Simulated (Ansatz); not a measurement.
```yaml
crystal:
  periodic: [true, true, true]
  atoms:
    - {symbol: F, position_ang: [0.621853, -1.618971, 1.556753]}
    - {symbol: C, position_ang: [0.409022, -1.031360, 0.381079]}
    - {symbol: F, position_ang: [1.484521, -1.251602, -0.392906]}
    - {symbol: O, position_ang: [0.256425, 0.308526, 0.625904]}
    - {symbol: C, position_ang: [-0.433756, 1.025697, -0.316342]}
    - {symbol: F, position_ang: [-0.922971, 2.102387, 0.295896]}
    - {symbol: F, position_ang: [0.391054, 1.442739, -1.290724]}
    - {symbol: H, position_ang: [-0.468114, -1.474776, -0.105644]}
    - {symbol: H, position_ang: [-1.249636, 0.450961, -0.771215]}
basis:
  gaussian: {orbitals: def2-mTZVPP}
hamiltonian: {xc: {name: LC-wPBE}}
output: {forces: true}
```

```sh
$ ansatz run in.yaml --threads 4 --pin off --events-out ev --progress --plain --max-ram 10444MiB
```

Question: How does Ansatz answer? (An estimate is asked.)

Answer: Ansatz gave: The input was rejected before any iteration.
```
Error: YAML parse error: error: line 2 column 3: crystal: missing field `lattice` (a structure is typed as `lattice` and `atoms`, a molecule's as `atoms` in Å alone, or read from a run's directory, `checkpoint`)
 --> <input>:2:3
  |
1 | crystal:
2 |   periodic: [true, true, true]
  |   ^ crystal: missing field `lattice` (a structure is typed as `lattice` and `atoms`, a molecule's as `atoms` in Å alone, or read from a run's directory, `checkpoint`)
3 |   atoms:
4 |     - {symbol: F, position_ang: [0.621853, -1.618971, 1.556753]}
  |
```
